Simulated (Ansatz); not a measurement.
Geometry optimisation, UKS B3LYP-D4/cc-pVDZ in Ansatz 0.2.0.

input.yaml

```yaml
crystal:
  periodic: [false, false, false]
  atoms:
    - { symbol: C, position_ang: [-0.71475, 2.27129, 0.33089] }
    - { symbol: B, position_ang: [0.22787, 1.03833, 0.21976] }
    - { symbol: Si, position_ang: [0.78072, -0.66958, 0.50768] }
    - { symbol: C, position_ang: [0.27753, -2.08448, -0.66263] }
    - { symbol: H, position_ang: [-1.5744, 2.07051, -0.31368] }
    - { symbol: H, position_ang: [-1.11844, 2.43565, 1.33208] }
    - { symbol: H, position_ang: [-0.29135, 3.21802, -0.00985] }
    - { symbol: H, position_ang: [1.90196, -1.16179, 1.31709] }
    - { symbol: H, position_ang: [-0.54173, -1.76969, -1.30298] }
    - { symbol: H, position_ang: [1.10357, -2.38363, -1.30479] }
    - { symbol: H, position_ang: [-0.051, -2.96464, -0.11357] }
magnetization:
  spin_polarized: true
basis:
  gaussian: { orbitals: cc-pVDZ }
hamiltonian:
  xc: b3lyp
  dispersion: d4
relax:
  f_tol: 0.02
  max_steps: 50
output:
  orbitals: {}
```

Launched with:

```bash
$ ansatz run input.yaml --threads 2 --pin off --max-ram 3072MiB --backend cpu --events-out ev --progress --plain --runs-dir out
```

Q: Where does it end, and by what steps?

A: The run converged. After 7 steps the energy has fallen by 0.181 eV; Si3 moved furthest, 0.32 Å.

```tsv
step	energy less start (eV)	largest force component (eV/Å)	accepted
0	0.0000	1.200	yes
1	-0.1354	0.525	yes
2	-0.1678	0.213	yes
3	-0.1447	0.427	no
4	-0.1780	0.055	yes
5	-0.1795	0.054	yes
6	-0.1803	0.029	yes
7	-0.1805	0.015	yes
```

```xyz
11
Properties=species:S:1:pos:R:3
C -0.674 2.287 0.336
B 0.067 0.948 0.320
Si 0.542 -0.821 0.665
C 0.278 -2.128 -0.701
H -1.616 2.112 -0.226
H -0.980 2.601 1.350
H -0.143 3.115 -0.163
H 1.873 -0.931 1.344
H -0.614 -1.879 -1.298
H 1.147 -2.183 -1.376
H 0.120 -3.121 -0.252
```

Whether the end is a true minimum wasn't checked by a vibrational analysis.

Time of the run: 34 s on 2 threads of Arm Neoverse V1, on a shared host, peak memory 0.25 GiB.
